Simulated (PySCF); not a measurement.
I$_{2}$, charge -1, doublet, geometry from GFN2-xTB (a state made from the parent by changing its charge; the spin is typed, not shown lowest) (core potentials on I). Base run: HF/def2-SVP in PySCF.

Here is a job for PySCF.
```python
from pyscf import gto, scf

mol = gto.Mole()
mol.atom = '''
    I    -0.000000   -0.000000   -1.707770
    I     0.000000    0.000000    1.707770
'''
mol.basis = 'def2-svp'
mol.ecp = {'I': 'def2-svp'}
mol.charge = -1
mol.spin = 1
mol.verbose = 4
mol.build()

mf = scf.UHF(mol)
mf.kernel()
```

Each row names what was changed in the base input (with any setting that the change needs).

```tsv
change	ΔE vs base (mEh)	fitting functions	outcome
base	0.000	-	converged
auxbasis = cc-pvtz-ri	-	-	input refused
only_dfj = on; auxbasis = def2-universal-jfit	-0.074	116	converged
auxbasis = cc-pvqz-jkfit	-	-	input refused
auxbasis = def2-universal-jfit	6844.7	116	converged
auxbasis = def2-svp-ri	-	-	input refused
auxbasis = def2-universal-jkfit	-0.009	436	converged
exchange = seminumerical (SGX) (with mf = sgx.sgx_fit(mf, auxbasis='def2-universal-jfit'); with mf.with_df.dfj = True)	-0.069	116	converged
auxbasis = default (with mf = mf.density_fit())	-0.009	436	converged
auxbasis = even-tempered beta=3.0	-75.190	288	converged
```

A fitting set is made for a task (jfit for Coulomb, jkfit for Coulomb and exchange, ri for correlation) and for a family of orbital bases.

Open shells are given as the SCF converged; they aren't shown to be the lowest states, and a large step between rows can be another state.

- auxbasis = cc-pvtz-ri: ended with `pyscf.lib.exceptions.BasisNotFoundError: Basis set not found for I in cc-pvtz-ri`
- auxbasis = cc-pvqz-jkfit: ended with `pyscf.lib.exceptions.BasisNotFoundError: Basis set not found for I in cc-pvqz-jkfit`
- auxbasis = def2-svp-ri: ended with `pyscf.lib.exceptions.BasisNotFoundError: Basis set not found for I in def2-svp-ri`
